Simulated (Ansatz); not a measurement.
Reaction (ligand exchange at the Si–C bond): `C=C[Si](N)(N)O` + HCl → `N[Si](N)(O)Cl` + ethylene

Program: Ansatz. Geometries: PBE0-D4/def2-TZVP. ΔE: electronic, gas phase. CCSD(T)/CBS adds triple-zeta CCSD(T) − MP2 to the extrapolated MP2 energy (def2 sets, frozen cores). This one scheme is used for every species. DFT in def2-TZVPP. B3LYP here is the variant with VWN-RPA as its local correlation; programs differ in this. Each species was taken in one conformer, which may not be the lowest.

CCSD(T)/CBS gives -110.3 kJ/mol.

Question: Another level gave -111.0 kJ/mol. Which?
A. B3LYP/def2-TZVPP
B. HF/def2-TZVPP
C. B3LYP-D4/def2-TZVPP
D. CCSD(T)/def2-TZVPP

Answer: C. B3LYP-D4 -111.0, CCSD(T)/def2-TZVPP -105.5, B3LYP -115.2, HF/def2-TZVPP -125.1 kJ/mol.

Largest T1 diagnostic among the species: 0.011.

In def2-TZVPP, CCSD(T) changes the Hartree–Fock value by +19.6 kJ/mol (the triples alone add +2.2 kJ/mol) and MP2 by +15.5 kJ/mol. The D4 term adds +4.2 kJ/mol with B3LYP and +2.8 kJ/mol with PBE0; it sums over pairs of atoms, weighted by their polarisabilities, and B3LYP, whose exchange is more repulsive, gets the larger term.
